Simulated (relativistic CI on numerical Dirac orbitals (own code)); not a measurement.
Transition arrays of Lu²⁷⁺

Computed by Dirac-Coulomb-Breit CI, orbitals from a KLI potential per configuration, model QED (radiative potential, 1s self-energy scaled to tabulated hydrogen-like ionisation energies), valence Slater integrals scaled by 0.9, whole transition arrays (own radial code, finite nucleus).

Configurations in the expansion (outside the closed core [Ar] 3d10 4s2): 4p⁶4d⁸, 4p⁶4d⁷4f, 4p⁵4d⁹, 4p⁶4d⁷5p, 4p⁶4d⁷5f. Levels of other configurations are missing.

All E1 lines from the levels of 4p⁶4d⁸; mean and standard deviation are weighted by gf, and upper levels are sorted by their leading configuration.

| Upper configuration | Lines | Σgf | Mean (eV) | Mean (nm) | σ (eV) | Strongest line (nm) |
| --- | --- | --- | --- | --- | --- | --- |
| 4p⁶4d⁷4f | 732 | 233.7 | 226.30 | 5.479 | 7.93 | 5.403 |
| 4p⁵4d⁹ | 49 | 42.8 | 242.08 | 5.122 | 15.38 | 5.056 |
| 4p⁶4d⁷5p | 466 | 34.7 | 385.23 | 3.218 | 7.07 | 3.205 |
| 4p⁶4d⁷5f | 721 | 84.3 | 540.72 | 2.293 | 6.66 | 2.322 |

Σgf per state of the lower configuration in bins of 0.1 nm over the central range (centre: value): 2.25: 0.86, 2.35: 1.01, 3.15: 0.26, 3.25: 0.43, 4.95: 0.20, 5.05: 0.51, 5.15: 0.20, 5.35: 0.10, 5.45: 4.57, 5.55: 0.26.

**Question.** How do configuration mixing and the scaling of the Slater integrals move the arrays?

**Answer.** Slater scale 0.9, no configuration mixing: 4p⁶4d⁷4f 223.6 ± 8.1 eV (Σgf 225.7), 4p⁵4d⁹ 199.4 ± 26.9 eV (Σgf 37.2), 4p⁶4d⁷5p 385.5 ± 7.0 eV (Σgf 39.1), 4p⁶4d⁷5f 540.7 ± 6.7 eV (Σgf 84.2); Slater scale 1: 4p⁶4d⁷4f 230.5 ± 7.8 eV (Σgf 237.0), 4p⁵4d⁹ 245.2 ± 16.5 eV (Σgf 44.8), 4p⁶4d⁷5p 385.3 ± 7.2 eV (Σgf 34.1), 4p⁶4d⁷5f 540.8 ± 6.8 eV (Σgf 84.5); Slater scale 0.8: 4p⁶4d⁷4f 222.2 ± 7.5 eV (Σgf 230.2), 4p⁵4d⁹ 238.2 ± 16.5 eV (Σgf 41.0), 4p⁶4d⁷5p 385.1 ± 6.9 eV (Σgf 35.2), 4p⁶4d⁷5f 540.6 ± 6.5 eV (Σgf 84.2). With mixing, levels are counted to their leading configuration, so an array can shrink or vanish into another, and the sums then hold other lines.
